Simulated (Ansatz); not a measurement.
PPAsSb tetrahedron (SbAsP2) was relaxed with r2SCAN-D4 (def2-SVP) in Ansatz in these states: charge +1 doublet, neutral singlet. The geometries follow in no particular order.

In the def2 sets Sb takes a core potential; there is no spin–orbit coupling.

A:

```tsv
atom	x (Å)	y (Å)	z (Å)
P1	-1.100	-0.393	-0.856
P2	-0.406	1.347	0.252
As3	1.197	-0.219	-0.891
Sb4	0.308	-0.735	1.496
```

B:

```xyz
4

P    -0.039    0.243    1.391
P    -1.350    0.073   -0.408
As    0.445   -1.411   -0.190
Sb    0.944    1.095   -0.793
```

Task: Judge from the bond lengths which geometry belongs to which state (an estimate).

Result: A is the charge +1 doublet (P1–Sb4 2.762 Å, P2–As3 2.515 Å, P1–P2 2.176 Å); B is the neutral singlet (P1–Sb4 2.541 Å, P2–As3 2.339 Å, P1–P2 2.233 Å).
